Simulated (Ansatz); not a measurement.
A nudged elastic band was laid between two geometries of CH$_{4}$AlBSi (8 atoms, charge 0, multiplicity 1).

Level of theory: Ansatz 0.2.0, RKS LDA/6-31G.

- movable images: 6
- climbing image: no
- spring: 5.0 eV/Å²
- optimiser: quadratic models (default)
- start path: through a guess of the saddle point
- force threshold: 0.05 eV/Å
- iteration limit: 60
- end points: relaxed

First end point:

```xyz
8
Properties=species:S:1:pos:R:3
B -0.453 2.103 -0.326
Si -0.117 0.196 -0.131
C 0.778 -1.004 0.904
Al -0.017 -2.188 -0.311
H -1.438 2.589 0.176
H 0.215 2.751 -1.095
H 1.425 -0.864 1.777
H -0.394 -3.583 -0.995
```

Last end point:

```xyz
8
Properties=species:S:1:pos:R:3
B -0.316 1.877 -0.272
Si -0.107 -0.023 -0.579
C 0.588 -1.227 0.544
Al -1.090 -2.299 -0.975
H -1.189 2.263 0.471
H 0.256 2.675 -0.974
H 1.109 -0.959 1.476
H 0.747 -2.307 0.310
```

Problem. Which bonds break or form, and what moves?

Solution. Bonds broken: Al4–H8. Bonds formed: C3–H8.

Problem. Give the energies along the band, and the barrier.

Solution. It converged. The highest image is number 4 of 0 to 7, 1.30 eV above the first end and 1.73 eV above the last; the last end lies 0.43 eV below the first. Neighbouring images differ by up to 1.3 eV, so the band resolves the path poorly. No image climbed, so the highest image needn't sit at the top of the path. The orbitals stay closed-shell, which can raise the energy where a bond breaks towards radicals; this wasn't checked here. Limits of this set-up: no polarisation functions.

```csv
image,path coordinate (Å),energy (eV),Al4–H8 (Å),C3–H8 (Å)
0,0.00,0.00,1.60,3.41
1,0.53,0.14,1.59,3.20
2,1.06,0.62,1.58,2.81
3,1.59,1.23,1.60,2.36
4,2.13,1.30,1.68,1.84
5,2.66,-0.02,1.90,1.23
6,3.19,-0.40,2.21,1.12
7,3.72,-0.43,2.24,1.12
```

Problem. What is the geometry of the highest image?

Solution. 
```xyz
8
Properties=species:S:1:pos:R:3
B -0.462 2.055 -0.362
Si 0.093 0.206 -0.199
C 0.694 -1.203 0.659
Al -0.866 -2.014 -0.662
H -1.542 2.374 0.071
H 0.245 2.845 -0.939
H 1.405 -1.384 1.475
H 0.434 -2.879 -0.042
```

Time of the run: 2.1 min on 1 thread of Arm Neoverse V1 (shared host), peak memory 0.22 GiB.
